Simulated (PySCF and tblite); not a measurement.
Results of a calculation; reference values are marked as such.
2‐ethylphenol, C₈H₁₀O, numbered as in [CH3:1][CH2:2][c:3]1[cH:4][cH:5][cH:6][cH:7][c:8]1[OH:9].

Conformers came from 90 starts (ETKDG and KDG, MMFF94s, GFN2-xTB); geometries are GFN2-xTB. Energies: B3LYP-D3(BJ)/def2-SVP (IEF-PCM, dichloromethane), with GFN2-xTB thermal terms (modes under about 100 cm⁻¹ blended into free rotors). Symmetry numbers and mirror images are counted. Conformers within 3 kcal/mol (GFN2-xTB free energy) were kept, 8 at most. Couplings: B3LYP/6-31G* with pcJ-1 on H (gas phase; spin-dipole term only for pairs with B, N, F, Si or P). Couplings are for ¹H. H–H couplings come out 0.1 to 0.9 Hz lower than with pcJ-1 on all atoms. Run with PySCF (density fitting) and tblite.

Torsions listed: C1–C2–C3–C4, C3–C8–O9–H9. Of a mirror pair one member is shown.

```csv
conformer,shape,weight %
1,"-94°, 179°",60.9
2,"98°, 0°",21.6
3,"0°, 180°",13.2
4,"0°, 0°",4.3
```

(1) Give the couplings in each conformer and the averages at 298.15 K (pairs that fast motion interchanges averaged).

Results:

(1) 
```csv
coupling,pairs,1,2,3,4,average (Hz)
"²J(H1,H1)",3,-13.4,-13.8,-13.7,-13.8,-13.5
"³J(H1,H2)",6,7.7,7.9,7.7,7.5,7.7
"²J(H2,H2)",1,-12.1,-14.4,-19.2,-15.0,-13.7
"³J(H4,H5)",1,8.4,8.5,8.7,8.8,8.4
"³J(H5,H6)",1,8.5,8.3,8.5,8.3,8.4
"³J(H6,H7)",1,8.9,9.2,8.8,9.2,8.9
```
